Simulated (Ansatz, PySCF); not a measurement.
Process, species as SMILES: CCB(N)N [diaminoboranylethane] → [CH2]CB(N)N + H atom (the C-H bond at the site shown breaks; other sites are not compared here)
Each molecule is optimised on its own at B3LYP-D3(BJ)/def2-TZVP (Ansatz, a first-principles code), one conformer each, not searched for the lowest. Frequencies are from Ansatz or PySCF.

Quantity: bond dissociation energy (enthalpy at 298 K, with B3LYP-D3(BJ) rigid-rotor harmonic-oscillator terms), in kcal/mol. Valence correlation only, unless marked. Open shells are spin-unrestricted. Spin-orbit coupling is left out. No relativistic terms. Basis-set limits of correlation are two-point, X^-3; Hartree-Fock from the larger set.

CCSD(T)/CBS(cc-pVTZ,cc-pVQZ) (Ansatz) gives 99.8 kcal/mol.

Problem. Another calculation gave 92.7 kcal/mol. Which level was it?
A. B3LYP/def2-TZVPD (Ansatz)
B. SVWN5/def2-TZVPD (Ansatz)
C. revPBE/def2-TZVPD (Ansatz)

Solution. C, revPBE/def2-TZVPD (Ansatz). The others give 96.5 (B3LYP), 106.5 (SVWN5) kcal/mol.
